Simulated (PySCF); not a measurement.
C₈H₂F₄N₂O, SMILES Fc1cc(F)c(F)c(-c2nnco2)c1F. Atoms are numbered in the order given.

```xyz
17

F     -2.6543    -2.2429     0.7521
C     -1.9919    -1.1490     0.3830
C     -2.6868     0.0018     0.0275
C     -1.9688     1.1323    -0.3465
F     -2.6065     2.2470    -0.6986
C     -0.5736     1.1171    -0.3687
F      0.0686     2.2153    -0.7556
C      0.1405    -0.0404    -0.0083
C      1.6006    -0.0763    -0.0318
N      2.3839    -1.0987    -0.2106
N      3.6799    -0.6214    -0.1378
C      3.5873     0.6490     0.0777
O      2.3065     1.0730     0.1585
C     -0.5955    -1.1796     0.3696
F      0.0172    -2.2939     0.7377
H     -3.7769     0.0170     0.0413
H      4.3825     1.3816     0.1942
```
Charge 0, spin multiplicity 1.

Geometry optimised at B3LYP-D3(BJ)/def2-SVP. The structure was generated by enumeration, and PubChem lists no compound with its InChIKey, so it may never have been made. One conformer was computed; it need not be the lowest.

Method: PySCF with HF/pcSseg-1.

GIAO shieldings, no solvent; atoms listed in one row are averaged. δ = σ(ref) − σ: ¹⁹F against CFCl3 (σ = 238.5 ppm); ¹³C against TMS (σ = 192.6 ppm); ¹⁵N against NH3 (σ = 267.3 ppm); ¹⁷O against H2O (σ = 333.0 ppm); ¹H against TMS (σ = 31.99 ppm), references at their B3LYP-D3(BJ)/def2-TZVP geometries, non-relativistic.

```
nucleus   atoms  count  δ (ppm)
-------  ------  -----  -------
¹⁹F         F15      1   -118.2
¹⁹F          F7      1   -124.9
¹⁹F          F1      1   -125.7
¹⁹F          F5      1   -127.3
¹³C          C9      1    169.6
¹³C         C12      1    166.4
¹³C         C14      1    154.7
¹³C      C2, C4      2    154.1
¹³C          C6      1    153.5
¹³C          C3      1    120.6
¹³C          C8      1    114.4
¹⁵N         N10      1    378.7
¹⁵N         N11      1    367.1
¹⁷O         O13      1    302.9
¹H          H17      1     8.92
¹H          H16      1     8.14
```
